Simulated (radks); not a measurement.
Values are calculated unless marked as measured or tabulated.
Charge is removed step by step from the 3s down level of S+, starting from [Ne] 3s(up 1, down 1) 3p3. Code: a radial shooting solver on a logarithmic mesh with Libxc functionals. Model: non-relativistic Kohn-Sham, TPSS, spin-polarised, spherical densities, point nucleus; open shells are filled with parallel spins first; meta-GGA in the generalised Kohn-Sham scheme.

removed (e)  E - E(0) (eV)  eigenvalue (eV)
0                    0.000          -25.200
0.25                 6.605          -27.647
0.5                 13.828          -30.162
0.75                21.720          -33.122

The mean slope of the eigenvalue, de/dn, is 10.6 eV per electron.
